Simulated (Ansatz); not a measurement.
Program: Ansatz. Geometries: PBE0-D4/def2-TZVP. ΔE: electronic, gas phase. CBS: MP2 limit from def2 TZ/QZ plus the TZ coupled-cluster correction, frozen cores. For Ge outer-core shells are correlated without core-valence functions, which leaves a few kJ/mol of doubt a bond. Scalar relativity is left out up to krypton. Each species was taken in one conformer, which may not be the lowest.

Reaction (ligand exchange at a Ge–C bond): `C[C](=S)[GeH3]` + `C[SiH2]N` → `C[SiH2][NH][GeH3]` + `CC=S`

| level | ΔE (kJ/mol) |
| --- | --- |
| HF/def2-TZVPP | -41.4 |
| HF/CBS(def2) | -42.2 |

(1) What does CCSD(T)/CBS give? (Best estimate.)

Largest T1 diagnostic among the species: 0.016.

Results:

(1) Ansatz gave: -23.6 kJ/mol. The listed levels differ from it by -17.8, -18.6 kJ/mol.

In def2-TZVPP, CCSD(T) changes the Hartree–Fock value by +13.8 kJ/mol (the triples alone add +2.3 kJ/mol) and MP2 by +16.3 kJ/mol. From PBE to PBE0 (25 % exact exchange), in def2-TZVPP and without D4, ΔE moves by −4.5 kJ/mol.
